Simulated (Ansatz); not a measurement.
BBrH$_{2}$, SMILES `BBr`, relaxed with RKS PBE0-D4/def2-TZVP in the Gaussian-basis code of Ansatz from a PBE-D4/def2-SVP geometry. The force threshold is 0.005 eV/Å; the program also tests the step.

Charge 0, multiplicity 1.

Start:

```xyz
4

B    -0.050   -0.126   -0.136
Br    0.448    1.120    1.210
H     0.010   -1.304    0.133
H    -0.408    0.311   -1.207
```

```
step  energy (eV)  largest force (eV/Å)  largest move (Å)
   1  -70746.4916                 0.417             0.000
   2  -70746.5032                 0.114             0.015
   3  -70746.5040                 0.003             0.005
```

End:

```xyz
4

B    -0.051   -0.128   -0.138
Br    0.444    1.112    1.201
H     0.009   -1.285    0.127
H    -0.402    0.301   -1.190
```

It took 7 s on 2 threads of a server CPU on a shared host, with 0.15 GiB of host memory at the peak.
